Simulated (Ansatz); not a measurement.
Input for Ansatz (an electronic-structure program): R-CCSD(T)/cc-pVTZ on BH4NO (SMILES NBO), atoms moved off the minimum.

Ansatz 0.2 input:
```yaml
crystal:
  periodic: [false, false, false]
  atoms:
    - {symbol: B, position_ang: [-0.32079625, -0.33522733, 0.18150167]}
    - {symbol: H, position_ang: [-1.17056607, -1.09140022, 0.62090904]}
    - {symbol: O, position_ang: [0.94884032, -0.63383776, 0.47390349]}
    - {symbol: H, position_ang: [1.62665703, -0.02873171, 0.14220641]}
    - {symbol: N, position_ang: [-0.74014140, 0.82119936, -0.53887358]}
    - {symbol: H, position_ang: [-1.67155869, 0.99274193, -0.71569188]}
    - {symbol: H, position_ang: [-0.06772864, 1.48006216, -0.93519442]}
basis:
  gaussian:
    orbitals: cc-pVTZ
magnetization: {spin_polarized: false}
correlation: {method: ccsd_t, electrons: outside_noble_gas}
scf: {lower_state_search: off}
output: {forces: true}
```

Output:

```
WARN ansatz: RAYON_NUM_THREADS=1 ignored (pool sized by the plan → 1); use --threads N
Functional definition: HF
these checks for a lower state are left out or cut short: starts, cluster_reference, orbital_swaps, neighbouring_geometries, increment
integrals: 0.32 GiB planned
848 factors; integrals over basis functions are off by at most 9.6e-4 eV
mean field: 0.27 GiB planned
mean field evaluation 1: about -4254.6275 eV, gradient 4.2e1 eV
mean field evaluation 2: about -4254.6294 eV, gradient 4.2e1 eV
mean field evaluation 4: about -4258.0284 eV, gradient 2.9e0 eV
mean field evaluation 8: about -4258.0566 eV, gradient 1.3e-4 eV
mean field -4258.05657681 eV, -156.4806929834 hartree, gradient 1.6e-6 eV, S^2 0.000000; 0 other end points of the search recorded, 0 dependent functions left out
3 core orbitals not correlated
reference -4258.05657681 eV, -156.4806929834 hartree; 9, 9 occupied and 134, 134 virtual orbitals, 848 factors
densities: 1.53 GiB planned
second order -15.24955197 eV of doubles, -0.00000000 eV of singles
coupled cluster: 0.92 GiB planned
cycle   1  -15.37307022 eV  change   -1.2e-1 eV  update   7.4e-2
cycle   2  -15.69728408 eV  change   -3.2e-1 eV  update   2.1e-2
cycle   3  -15.76798036 eV  change   -7.1e-2 eV  update   1.1e-2
cycle   4  -15.75781329 eV  change    1.0e-2 eV  update   2.8e-3
cycle   5  -15.75766208 eV  change    1.5e-4 eV  update   1.2e-3
cycle   6  -15.75787496 eV  change   -2.1e-4 eV  update   3.3e-4
cycle   7  -15.75762673 eV  change    2.5e-4 eV  update   9.8e-5
cycle   8  -15.75759248 eV  change    3.4e-5 eV  update   3.3e-5
cycle   9  -15.75759413 eV  change   -1.7e-6 eV  update   1.3e-5
cycle  10  -15.75758969 eV  change    4.4e-6 eV  update   4.9e-6
perturbative correction -0.56188663 eV, -0.0206489528 hartree
the calculation of the forces begins
Total energy: -4274.37605313 eV, -157.0804226765 hartree
Atom 0 at    -0.320796    -0.335227     0.181502 Å, force    -2.003143     0.486899    -0.138691 eV/Å
Atom 1 at    -1.170566    -1.091400     0.620909 Å, force     0.334348     0.311129    -0.272083 eV/Å
Atom 2 at     0.948840    -0.633838     0.473903 Å, force     1.847663    -0.252820     0.191142 eV/Å
Atom 3 at     1.626657    -0.028732     0.142206 Å, force    -0.380878    -0.173602     0.085637 eV/Å
Atom 4 at    -0.740141     0.821199    -0.538874 Å, force     2.852772    -0.571546     0.433329 eV/Å
Atom 5 at    -1.671559     0.992742    -0.715692 Å, force    -1.980691     0.521100    -0.492077 eV/Å
Atom 6 at    -0.067729     1.480062    -0.935194 Å, force    -0.670071    -0.321160     0.192743 eV/Å
Dipole moment:     0.090889     0.464967    -0.303920 e Å
Checks for a lower state left out: starts, cluster_reference, orbital_swaps, neighbouring_geometries, increment
```

The calculation finished and met its thresholds.

Cost: roughly 3 core-minutes.
